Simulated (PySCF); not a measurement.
Geometry (Å), atoms numbered from 1 in this order:
```xyz
17

C    -1.171    1.331    0.467
P    -0.069   -0.052    0.050
C    -1.025   -1.196   -0.988
C     0.298   -0.923    1.603
Al    1.886    0.766   -1.060
Cl    0.991    1.654   -2.776
Cl    2.623    2.127    0.400
Cl    3.005   -1.011   -1.379
H    -0.617    2.029    1.112
H    -1.425    1.858   -0.464
H    -2.088    0.994    0.973
H    -1.942   -1.540   -0.488
H    -0.387   -2.057   -1.236
H    -1.278   -0.678   -1.925
H     0.848   -0.236    2.263
H    -0.617   -1.272    2.104
H     0.952   -1.777    1.378
```

Geometry: PBE0-D3(BJ)/def2-SVP; GIAO shifts from PySCF 2.14.0 with density-fitted response routines, gas phase, non-relativistic, averaged over equivalent atoms.

At PBE/pcSseg-1 (216 basis functions, 42 s wall time on 1 thread of an Arm Neoverse V2, shared host):
```
                             atoms  δ (ppm)
                          C1/C3/C4      9.1
                                P2    -66.7
                               Al5     45.2
                       Cl6/Cl7/Cl8     19.8
H9/H10/H11/H12/H13/H14/H15/H16/H17     1.26
```

Shifts are taken against calculated references (same method and geometry level): TMS for $^{13}$C (180.03 ppm) and $^{1}$H (31.20 ppm); H3PO4 for $^{31}$P (295.64 ppm); $^{27}$Al (482.86 ppm) against AlH4-; HCl for $^{35}$Cl (933.68 ppm).

Task: Estimate the result of repeating the calculation with mPW1PW91/pcSseg-1.

Result: 
| atoms | δ at mPW1PW91/pcSseg-1 | change |
| --- | --- | --- |
| C1/C3/C4 | 8.1 | -1.0 |
| P2 | -71.4 | -4.7 |
| Al5 | 36.1 | -9.1 |
| Cl6/Cl7/Cl8 | -5.3 | -25.1 |
| H9/H10/H11/H12/H13/H14/H15/H16/H17 | 1.27 | +0.01 |

Shifts are taken against calculated references (same method and geometry level): $^{13}$C (183.54 ppm) and $^{1}$H (31.32 ppm) against TMS; H3PO4 for $^{31}$P (308.48 ppm); $^{27}$Al (487.97 ppm) vs AlH4-; $^{35}$Cl (939.31 ppm) vs HCl.

The largest change is at Cl6/Cl7/Cl8 (chlorine bonded to Al). Cost: 216 basis functions, 36 s wall time on 1 thread of an Arm Neoverse V2, shared host.

Experimental scales use liquid or dissolved standards, which lie at an offset from isolated H3PO4.
